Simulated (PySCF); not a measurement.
Cost of excited-state runs on `C#CC(C#C)[C@@H](C)C=C=C`, C$_{10}$H$_{10}$

Molfile (atoms numbered from 1):
```
C10H10
     RDKit          3D

 20 19  0  0  0  0  0  0  0  0999 V2000
   -1.6787   -2.2664   -1.2356 C   0  0  0  0  0  0  0  0  0  0  0  0
   -1.3605   -1.1377   -0.9992 C   0  0  0  0  0  0  0  0  0  0  0  0
   -0.9702    0.2314   -0.6999 C   0  0  0  0  0  0  0  0  0  0  0  0
   -2.1422    0.9855   -0.2822 C   0  0  0  0  0  0  0  0  0  0  0  0
   -3.1058    1.5986    0.0740 C   0  0  0  0  0  0  0  0  0  0  0  0
    0.1367    0.2822    0.3876 C   0  0  1  0  0  0  0  0  0  0  0  0
   -0.3332   -0.3858    1.6781 C   0  0  0  0  0  0  0  0  0  0  0  0
    1.3742   -0.3988   -0.1361 C   0  0  0  0  0  0  0  0  0  0  0  0
    2.4921    0.2138   -0.3700 C   0  0  0  0  0  0  0  0  0  0  0  0
    3.5989    0.8477   -0.5906 C   0  0  0  0  0  0  0  0  0  0  0  0
   -1.9555   -3.2546   -1.4523 H   0  0  0  0  0  0  0  0  0  0  0  0
   -0.5733    0.6864   -1.6187 H   0  0  0  0  0  0  0  0  0  0  0  0
   -3.9505    2.1418    0.3771 H   0  0  0  0  0  0  0  0  0  0  0  0
    0.3607    1.3363    0.5859 H   0  0  0  0  0  0  0  0  0  0  0  0
   -1.2299    0.1055    2.0507 H   0  0  0  0  0  0  0  0  0  0  0  0
    0.4433   -0.3215    2.4377 H   0  0  0  0  0  0  0  0  0  0  0  0
   -0.5636   -1.4347    1.5001 H   0  0  0  0  0  0  0  0  0  0  0  0
    1.2765   -1.4595   -0.3296 H   0  0  0  0  0  0  0  0  0  0  0  0
    3.8156    1.2965   -1.5473 H   0  0  0  0  0  0  0  0  0  0  0  0
    4.3602    0.9439    0.1673 H   0  0  0  0  0  0  0  0  0  0  0  0
  1  2  3  0
  2  3  1  0
  3  4  1  0
  4  5  3  0
  3  6  1  0
  6  7  1  0
  6  8  1  0
  8  9  2  0
  9 10  2  0
  1 11  1  0
  3 12  1  0
  5 13  1  0
  6 14  1  1
  7 15  1  0
  7 16  1  0
  7 17  1  0
  8 18  1  0
 10 19  1  0
 10 20  1  0
M  END
```

PySCF with density fitting, on 1 thread of an Intel Xeon Platinum 8488C, shared host. Command: `OMP_NUM_THREADS=1 python excited_run.py task.json out`

Q: How long does this run take, and how much memory?
- excited states, wB97X-D/def2-SVP; Tamm-Dancoff; spin-orbit couplings; 8 states; 4 triplets; quadratic response for 4 states

A: 
```tsv
run	level	basis functions	wall time	peak memory (GiB)
excited states	wB97X-D/def2-SVP	190	43 s	0.91
```
Times from a shared host are rough.
